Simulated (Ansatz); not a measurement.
Mulliken charges of C3H5Al (`C=[C]1[CH2][AlH]1`) from ωB97M-V/def2-TZVPP in Ansatz (PBE0-D4/def2-TZVP geometry).

| atom | x (Å) | y (Å) | z (Å) | charge (e) |
| --- | --- | --- | --- | --- |
| C1 | -0.145 | 1.153 | -1.139 | -0.243 |
| C2 | 0.038 | 0.428 | -0.043 | -0.128 |
| C3 | 0.471 | -1.043 | 0.097 | -0.343 |
| Al4 | -0.452 | -0.303 | 1.615 | 0.373 |
| H5 | 0.131 | 0.785 | -2.128 | 0.094 |
| H6 | -0.575 | 2.150 | -1.096 | 0.108 |
| H7 | 1.543 | -1.143 | 0.304 | 0.098 |
| H8 | 0.170 | -1.743 | -0.683 | 0.094 |
| H9 | -1.092 | -0.330 | 3.055 | -0.052 |

By hand: the dipole of these point charges (1 e Å = 4.8032 D).

Σ q r = (-0.126, -0.043, 0.340) e Å, of length 0.365 e Å = 1.75 D.

How does the dipole of the full density compare? (An estimate is asked.)

Computed: (-0.096, -0.078, 0.242) e Å, 1.31 D; the point charges give 1.34 times that, at 10° from its direction.

Point charges leave out the atoms' own dipoles, such as those of lone pairs, and Mulliken's split depends on the basis, so the two needn't agree.
